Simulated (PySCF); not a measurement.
# Correlation energy of V¹¹⁺ (vanadium, charge +11)

Starting occupation: [Ne] 3s2. Computed with PySCF 2.14 in an uncontracted even-tempered set (19 s from 0.23 bohr⁻², ratio 2.6; 13 p from 0.3 bohr⁻², ratio 2.6; 7 d from 0.31 bohr⁻², ratio 2.8; 4 f from 5.8 bohr⁻², ratio 2.8), with X2C-1e with screened-nucleus spin-orbit coupling, Gaussian nucleus. Frozen: 1s2; 10 electrons correlated; the 50 highest virtual spinors left out.

MP2 pair energies summed by pair of shells (mhartree):

| pair | energy | share (%) |
| --- | --- | --- |
| 2p1/2-2p3/2 | -94.16 | 24.3 |
| 2p3/2-2p3/2 | -90.20 | 23.3 |
| 3s1/2-3s1/2 | -59.04 | 15.3 |
| 2p3/2-2s1/2 | -39.73 | 10.3 |
| 2p3/2-3s1/2 | -30.39 | 7.9 |
| 2p1/2-2p1/2 | -21.67 | 5.6 |
| 2p1/2-2s1/2 | -19.94 | 5.2 |
| 2p1/2-3s1/2 | -14.94 | 3.9 |
| 2s1/2-2s1/2 | -10.16 | 2.6 |
| 2s1/2-3s1/2 | -6.54 | 1.7 |

Total MP2 correlation energy: -386.75 mhartree.

The virtual space was cut to 56 spinors, which keep -328.13 of the -386.75 mhartree of MP2 correlation.

```json
{"level": "CCSD", "correlation energy (mhartree)": "-349.36"}
```

Diagnostics: T1 = 0.00090, largest double amplitude 0.095.

Problem. Is a single reference adequate?

Solution. Mostly. T1 lies below 0.03, but a double amplitude of this size points to a near-degeneracy that CCSD handles and MP2 describes poorly.

The coupled-cluster values are those of the cut space; adding the MP2 remainder, -58.62 mhartree, estimates the full space.
